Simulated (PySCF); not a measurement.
CrS₃⁻, doublet: molecular constants

All numbers come from UPBE in PySCF with Cr def2-SVPD, S def2-SVPD; no relativity; density-fitted integrals.

The structure is a minimum.

```xyz
4
charge -1 multiplicity 2, angstrom
Cr    0.0000    0.0000    0.0000
S     2.0566    0.0000    0.0000
S    -1.0283    1.7811    0.0000
S    -1.0283   -1.7811    0.0000
```

```
Point group                                                                   : D3h
Bond lengths                                                                  : Cr–S 2.057 Å (×3)
Bond angles                                                                   : S–Cr–S 120.0° (×3)
Principal polarisabilities                                                    : 80.6, 152.8, 152.8 bohr³
Dipole moment about the centre of mass                                        : 0.00 D
Heat capacity Cp at 298.15 K                                                  : 72.7 J/(mol K)
Highest occupied level (α)                                                    : -1.10 eV
Principal quadrupole moments (Buckingham, traceless) about the centre of mass : -7.26, -7.26, 14.52 D Å
Spin squared ⟨S²⟩                                                             : 0.853
Enthalpy at 298.15 K above 0 K                                                : 17.04 kJ/mol
Rotational symmetry number                                                    : 6
Rotational constants                                                          : 0.08311, 0.08311, 0.04155 cm⁻¹
Lowest empty level (α)                                                        : -0.08 eV
Entropy at 298.15 K and 1 bar (electronic part: spin only)                    : 326.7 J/(mol K)
Zero-point energy                                                             : 11.5 kJ/mol
```

Harmonic modes (masses in u: Cr 51.941, S 31.972):
| symmetry | ω (cm⁻¹) | IR (km/mol, summed over degenerate members) | type |
| --- | --- | --- | --- |
| a2'' | 72 | 7.8 | bend |
| e' | 157 | 10.4 | bend |
| a1' | 418 | 0.0 | stretch |
| e' | 556 | 207 | stretch |

In D3h the vibrations span a2'' + 2e' + a1'. The a1' mode carries no infrared intensity, as symmetry demands.

Charges (e); Mulliken and Löwdin values are unreliable with diffuse functions:
```tsv
atom	Mulliken	Löwdin	polar tensor	spin (Mulliken)	Mayer order to Cr1
Cr1	0.50	-0.23	0.83	1.69	–
S2,3,4	-0.50	-0.26	-0.61	-0.23	1.83
```

Mulliken populations on Cr1: s 6.22, p 12.61, d 4.67, f 0.00.

Outer orbital energies (eV). α occupied: -3.81, -3.02, -3.02, -2.30, -2.28, -2.28, -1.64, -1.10; empty: -0.08, -0.08, 1.10, 1.10. β occupied: -3.49, -3.49, -2.78, -2.78, -2.44, -2.35, -2.35, -1.22; empty: 0.34, 0.44, 0.44, 1.55.

Formally Cr is in oxidation state +5, d1, with 1 unpaired electron. The Mulliken spin on Cr is 1.69. The polar-tensor charge on Cr, 0.83, is far below the formal one.

This need not be the most stable arrangement of these atoms. Open d and f shells are described by one determinant, and the ground state may have another occupation or spin.

The final relaxation and frequency run took of the order of 2.3 core-minutes on a shared host.
